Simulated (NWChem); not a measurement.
System: C3HCl3; SMILES ClC=C=C(Cl)Cl

Here is an NWChem input.

```
start job
memory heap 200 mb stack 900 mb global 1100 mb
geometry units angstroms noautosym nocenter noautoz
  Cl     0.342101    -2.997048     0.000000
  C     -0.805972    -1.679735     0.000000
  C     -0.461862    -0.409639     0.000000
  C     -0.123051     0.863377     0.000000
  Cl     0.115621     1.771712     1.466945
  Cl     0.115621     1.771712    -1.466945
  H     -1.854386    -2.023835     0.000000
end
basis spherical
  * library 6-31g*
end
dft
  xc b3lyp
  iterations 150
end
cosmo
  dielec 7.6
end
task dft energy
```

Geometry: optimised at PBE-D3(BJ)/def2-SVP. B3LYP is NWChem's, with the RPA form of VWN correlation.

Level: B3LYP/6-31G* with COSMO at NWChem's default radii, gas-phase geometry; the question gives the dielectric constant.

Problem. Give the results of this calculation. (B3LYP/6-31G* (spherical d), COSMO on the gas-phase geometry.) Quantities: electrostatic solvation energy (kcal/mol); dipole in solution (D).

Solution. 
| Item | Value |
|---|---|
| electrostatic solvation energy (kcal/mol) | -1.9 |
| dipole in solution (D) | 1.64 |
